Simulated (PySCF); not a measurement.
Members of the series SiXY, Y = silyl; each row names its spin state. Isolated molecules, 0 K electronic values unless said otherwise. One relaxed conformer stands for each flexible species; it need not be the lowest. Strings in code marks are SMILES.

The dipole moment from two functionals at the same geometries (PBE0-D3(BJ)/def2-TZVP), both in PySCF: PBE-D3(BJ)/def2-TZVP and PBE0-D3(BJ)/def2-TZVP. 

| species | PBE-D3(BJ)/def2-TZVP (D) |
|---|---|
| X = silyl, multiplicity 1 (`[Si]([SiH3])[SiH3]` (lower singlet)) | 0.09 |
| X = ethynyl, multiplicity 3 (`C#C[Si][SiH3]` (excited triplet)) | 0.43 |
| X = isocyano, multiplicity 1 (`[C-]#[N+][Si][SiH3]` (lower singlet)) | 2.77 |
| X = H, multiplicity 3 (`[SiH][SiH3]` (excited triplet)) | 0.20 |

**Question.** What does PBE0-D3(BJ)/def2-TZVP give for each?

**Answer.** 
- X = silyl, multiplicity 1 (`[Si]([SiH3])[SiH3]` (lower singlet)): 0.10
- X = ethynyl, multiplicity 3 (`C#C[Si][SiH3]` (excited triplet)): 0.41
- X = isocyano, multiplicity 1 (`[C-]#[N+][Si][SiH3]` (lower singlet)): 2.68
- X = H, multiplicity 3 (`[SiH][SiH3]` (excited triplet)): 0.16
Over these rows, drawn at random from the members with no instability flagged (it was tested for open shells, ions and some series alone), PBE minus PBE0-D3(BJ): mean +0.04 D, from -0.01 D to +0.09 D.
